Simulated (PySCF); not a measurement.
# As²¹⁺ (arsenic, charge +21): Hartree-Fock from Schrödinger to Dirac-Coulomb-Breit

Occupied: 1s1/2, 2s1/2, 2p1/2, 2p3/2, 3s1/2. Hartree-Fock calculated with PySCF 2.14 in an uncontracted even-tempered set (21 s from 1.1 bohr⁻², ratio 2.3; 15 p from 1.3 bohr⁻², ratio 2.3), Gaussian nucleus throughout. NR is non-relativistic, sf-X2C the spin-free one-electron X2C Hamiltonian, X2C adds the bare one-electron spin-orbit term, X2C-SNSO screens it by Boettger's factors, DC is four-component Dirac-Coulomb, and the Gaunt and Breit terms are added at first order (total energies over the DC spinors, levels after relaxing the spinors in that mean field). QED terms are absent. Levels marked empty are virtual spinors of this ion; the basis has s and p functions only, so 3d, which can lie below the n = 4 levels, is absent.

```json
{"Hamiltonian": "NR", "E (hartree)": "-1971.8239", "E − E(DC) (hartree)": "24.8623", "CPU seconds": "0.53"}
{"Hamiltonian": "sf-X2C", "E (hartree)": "-1996.2380", "E − E(DC) (hartree)": "0.4482", "CPU seconds": "0.3"}
{"Hamiltonian": "X2C", "E (hartree)": "-1996.3370", "E − E(DC) (hartree)": "0.3492", "CPU seconds": "0.39"}
{"Hamiltonian": "X2C-SNSO", "E (hartree)": "-1996.3252", "E − E(DC) (hartree)": "0.3610", "CPU seconds": "0.39"}
{"Hamiltonian": "DC", "E (hartree)": "-1996.6862", "E − E(DC) (hartree)": "0.0000", "CPU seconds": "16"}
{"Hamiltonian": "DC+Gaunt", "E (hartree)": "-1995.6216", "E − E(DC) (hartree)": "1.0646", "CPU seconds": "28"}
{"Hamiltonian": "DC+Breit", "E (hartree)": "-1995.7126", "E − E(DC) (hartree)": "0.9736", "CPU seconds": "84"}
```

| level (eV) | NR | sf-X2C | X2C | X2C-SNSO | DC | DC+Gaunt | DC+Breit |
| --- | --- | --- | --- | --- | --- | --- | --- |
| 1s1/2 | -12679.1 | -12855.7 | -12855.5 | -12855.5 | -12862.4 | -12845.1 | -12846.1 |
| 2s1/2 | -2396.5 | -2439.9 | -2439.8 | -2439.8 | -2440.5 | -2439.1 | -2439.1 |
| 2p1/2 | -2234.5 | -2245.9 | -2273.6 | -2271.8 | -2272.0 | -2269.4 | -2269.7 |
| 2p3/2 | -2234.5 | -2245.9 | -2232.7 | -2233.5 | -2234.0 | -2232.1 | -2232.4 |
| 3s1/2 | -895.93 | -907.62 | -907.61 | -907.61 | -907.76 | -907.41 | -907.44 |
| 3p1/2 (empty) | -809.01 | -812.99 | -818.91 | -818.54 | -818.57 | -818.00 | -818.09 |
| 3p3/2 (empty) | -809.01 | -812.99 | -810.16 | -810.33 | -810.41 | -810.02 | -810.10 |
| 4s1/2 (empty) | -446.58 | -451.03 | -451.03 | -451.03 | -451.08 | -450.95 | -450.97 |

```
interval (eV)    X2C  X2C-SNSO     DC  DC+Gaunt  DC+Breit
2p3/2 − 2p1/2  40.87     38.35  38.04     37.28     37.28
3p3/2 − 3p1/2  8.752     8.212  8.158     7.983     7.983
```

Weight of the small component: 1s1/2 0.0143, 2s1/2 0.00290, 2p1/2 0.00284, 2p3/2 0.00279, 3s1/2 0.000974, 3p1/2 0.000926, 3p3/2 0.000915, 4s1/2 0.000461.

Koopmans' value for the highest occupied level at DC+Breit: 907.44 eV, against an ionisation energy of 911.7 ± 1.1 eV (semi-empirical (NIST evaluation); NIST Atomic Spectra Database, ionization energies); the former lacks relaxation, correlation, QED and recoil.

The whole ladder took 130 s of wall time on 1 thread of Neoverse-V1 (shared host), launched as `OMP_NUM_THREADS=1 python relrun2.py TASK.json OUT` (a driver that calls PySCF for each Hamiltonian).
